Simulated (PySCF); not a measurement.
A calculated (B2PLYP, PySCF 2.14, ANO-RCC-VTZP, scalar relativity by spin-free X2C-1e) atom or ion has these occupied shells.

```
shell  electrons  orbital energy (eV)  rms radius, mean of both spins (bohr)
 1s α          1             -55625.0                                 0.0236
 1s β          1             -55625.0                                 0.0236
 2s α          1              -9368.4                                 0.0953
 2s β          1              -9368.3                                 0.0953
 2p α          3              -8314.6                                 0.0858
 2p β          3              -8314.5                                 0.0858
 3s α          1              -2118.4                                  0.245
 3s β          1              -2116.7                                  0.245
 3p α          3              -1791.5                                  0.246
 3p β          3              -1789.7                                  0.246
 3d α          5              -1367.4                                  0.225
 3d β          5              -1365.5                                  0.225
 4s α          1              -430.17                                  0.552
 4s β          1              -426.01                                  0.552
 4p α          3              -320.95                                  0.586
 4p β          3              -316.52                                  0.586
 4d α          5              -170.13                                  0.644
 4d β          5              -164.76                                  0.644
 5s α          1              -52.669                                   1.38
 5s β          1              -50.602                                   1.38
 5p α          3              -26.189                                   1.66
 5p β          3              -24.121                                   1.66
 4f α          7               -5.429                                  0.969
 4f β          4               -2.921                                  0.969
 5d α          2               -0.570                                   3.36
```

Problem. Name the element and its charge.

Solution. Ho (holmium, neutral), in [Xe] 4f11 5d2, one real determinant (an excited configuration).
